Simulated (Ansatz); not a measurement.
Ansatz (a quantum-chemistry and plane-wave program) input:

Ansatz 0.2 input:
```yaml
crystal:
  periodic: [false, false, false]
  atoms:
    - {symbol: Al, position_ang: [-0.00000000, -0.00000000, -1.16094063]}
    - {symbol: O, position_ang: [-0.00000000, -0.00000000, -2.75812979]}
    - {symbol: Br, position_ang: [0.00000000, 0.00000000, 1.06163619]}
basis:
  gaussian:
    orbitals: def2-TZVP
hamiltonian:
  xc: b3lyp
  dispersion: d3bj
phonons: {temperatures: {t_min: 298.15, t_max: 298.15, t_step: 100}}
```

**Question.** Which total energy does the run end on?

**Answer.** -2891.95448 Eh (B3LYP-D3(BJ)/def2-TZVP). The basis has 116 functions. The run takes very roughly 40 core-seconds.
